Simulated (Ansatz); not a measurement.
```xyz
8

C     0.9054   -0.0240    0.1818
B    -0.5300    0.4262   -0.2156
S    -1.9914   -0.5986   -0.2278
Br   -0.8266    2.2550   -0.7570
H     0.9762   -1.0731    0.4729
H     1.5933    0.1534   -0.6511
H     1.2711    0.5923    1.0094
H    -1.3979   -1.7313    0.1875
```

The species carries charge 0 and has multiplicity 1.

(1) List the PBE0/def2-TZVPP orbital energies in eV (the Gaussian-basis code of Ansatz). (Best estimate.)

Results:

(1) Ansatz gave: Occupied: -13150.03, -2422.83, -1704.93, -1535.47, -1535.42, -1535.41, -277.99, -238.75, -218.21, -186.42, -179.10, -178.95, -178.90, -162.04, -161.93, -161.88, -72.61, -72.57, -72.53, -72.41, -72.40, -22.19, -20.95, -19.90, -13.74, -12.10, -11.95, -11.78, -10.07, -9.53, -9.15, -8.17, -7.99. Lowest empty: -1.01, 0.25, 1.07, 1.62, 2.44, 2.66, 2.97, 3.23.
